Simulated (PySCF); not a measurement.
Cl²⁺: excitation energy

Cl²⁺ [Ne] 3s2 3p3 (4S) → Cl²⁺ [Ne] 3s1 3p4, s spin flipped, as a difference of total energies. All numbers are calculated (PySCF 2.14, the non-relativistic Hamiltonian (point nucleus), in dyall-av2z (13s9p2d, 50 functions)). Correlated levels: valence: [Ne] frozen; virtual orbitals above 40 to 60 times the deepest correlated orbital energy dropped. The calculations carry no spin-orbit coupling.

```
           method  excitation energy (eV)
              UHF                  20.141
    MP2 (valence)                  18.157
SCS-MP2 (valence)                  17.799
```

Task: How much does correlation contribute at MP2 (valence)?

Result: 18.157 − (20.141) = -1.984 eV, measured against UHF.

The upper determinant mixes two multiplicities, so it lies between the two terms.

The coupled-cluster amplitudes are large for the upper state (T1 above 0.03 or a double amplitude above 0.15), so a single reference is strained.
